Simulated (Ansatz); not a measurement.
Geometry optimisation, Ansatz, RKS PBE0-D4/def2-SVP.

input.yaml

```yaml
crystal:
  periodic: [false, false, false]
  atoms:
    - { symbol: Zn, position_ang: [-0.685874, -0.274672, 0.354204] }
    - { symbol: H, position_ang: [-0.832834, 2.01524, -1.308063] }
    - { symbol: C, position_ang: [1.169187, -0.819986, 0.355963] }
    - { symbol: H, position_ang: [-1.419821, 1.764103, -1.008351] }
    - { symbol: Cl, position_ang: [-2.848154, 0.148282, 0.504363] }
    - { symbol: H, position_ang: [1.838379, -0.011469, 0.69179] }
    - { symbol: H, position_ang: [1.498506, -1.149445, -0.642447] }
    - { symbol: H, position_ang: [1.280611, -1.672053, 1.052442] }
basis:
  gaussian: { orbitals: def2-SVP }
hamiltonian:
  xc: pbe0
  dispersion: d4
relax:
  f_tol: 0.03
  max_steps: 50
output:
  orbitals: {}
```

Launched with:

```bash
$ ansatz run input.yaml --threads 2 --pin off --max-ram 3072MiB --backend cpu --events-out ev --progress --plain --runs-dir out
```

**Question.** Where does it end, and by what steps?

**Answer.** The forces met the threshold. After 7 steps the energy has fallen by 0.140 eV; H2 moved furthest, 0.26 Å.

```tsv
step	energy less start (eV)	largest force component (eV/Å)	accepted
0	0.0000	2.104	yes
1	-0.1282	0.421	yes
2	-0.1364	0.101	yes
3	-0.1370	0.237	yes
4	-0.1369	0.245	no
5	-0.1378	0.157	yes
6	-0.1392	0.111	yes
7	-0.1397	0.002	yes
```

```xyz
8
Properties=species:S:1:pos:R:3
Zn -0.736 -0.430 0.480
H -0.789 2.212 -1.471
C 1.142 -0.859 0.391
H -1.375 1.887 -1.106
Cl -2.808 0.024 0.592
H 1.752 0.003 0.700
H 1.431 -1.131 -0.636
H 1.383 -1.706 1.051
```

Time of the run: 18 s on 2 threads of Arm Neoverse V1, with other jobs on the host, peak memory 0.18 GiB.
